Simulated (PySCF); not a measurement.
GeH₃, SMILES [GeH3] (connectivity only; charge and spin as stated), charge +1, multiplicity 1. Atoms are numbered in the order given.

```xyz
4

Ge     0.0000     0.0000     0.0000
H      1.5348     0.0000     0.0000
H     -0.7674    -1.3291     0.0000
H     -0.7674     1.3291     0.0000
```
Charge +1, spin multiplicity 1.

The structure is a stationary point at PBE-D3(BJ)/def2-TZVPD. The spin state was assumed, not searched. The isomer is the one that the SMILES or the coordinates give; other isomers of the formula were not compared.

These are PBE-D3(BJ)/def2-TZVPD run with PySCF 2.14.0 values and carry that method's errors.

Frequencies are harmonic and unscaled.

Modes within 1.5 cm⁻¹ of each other (mostly degenerate sets) share a row, with their intensities summed.

```json
[
 {"mode": "1", "ν (cm⁻¹)": "773", "IR (km/mol)": "13.5", "moving atoms (share of kinetic energy)": "H 96 %"},
 {"mode": "2–3", "ν (cm⁻¹)": "821", "IR (km/mol)": "57.2", "moving atoms (share of kinetic energy)": "H 98 %"},
 {"mode": "4", "ν (cm⁻¹)": "2116", "IR (km/mol)": "0.0", "moving atoms (share of kinetic energy)": "H 100 %"},
 {"mode": "5–6", "ν (cm⁻¹)": "2188", "IR (km/mol)": "0.2", "moving atoms (share of kinetic energy)": "H 98 %"}
]
```
